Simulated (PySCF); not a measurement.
C3H10OSi2, SMILES C=C([SiH3])C[SiH2]O.

Coordinates come from a PBE0-D3(BJ)/def2-SVP optimisation. The structure was generated by enumeration, and PubChem lists no compound with its InChIKey, so it may never have been made. One conformer was computed; it need not be the lowest.

Two levels are set side by side: TDA-PBE/def2-SVPD (PySCF) and TDA-LC-ωPBE/def2-SVPD (PySCF). Vertical, same geometry. The lowest singlet is HOMO→LUMO+1 90 % with PBE and HOMO→LUMO 36 %, HOMO−1→LUMO 27 %, HOMO−1→LUMO+1 9 %, HOMO→LUMO+1 8 % with the other functional; states are paired by order. Differences are taken from unrounded values.

```
quantity                               TDA-LC-ωPBE
-------------------------------------  -----------
lowest singlet excitation (eV)                6.85
lowest triplet excitation (TDA) (eV)          3.87
first bright state (f over 0.05) (eV)         6.85
its oscillator strength                       0.14
```

**Question.** What does TDA-PBE give, and how far is it from TDA-LC-ωPBE? (An estimate is asked for; the answer gives what the named calculation found.)

**Answer.** 
```
quantity                               TDA-PBE  TDA-PBE minus TDA-LC-ωPBE
-------------------------------------  -------  -------------------------
lowest singlet excitation (eV)            5.47                      -1.38
lowest triplet excitation (TDA) (eV)      3.98                       0.11
first bright state (f over 0.05) (eV)     5.71                      -1.14
its oscillator strength                   0.08                      -0.06
```

A lower first singlet is the usual sign of a functional without exact exchange. Differences between two approximate levels are no errors against the true value.

Rough cost on one machine, each run with all the roots and properties that it gave: TDA-LC-ωPBE against TDA-PBE about 4 times.
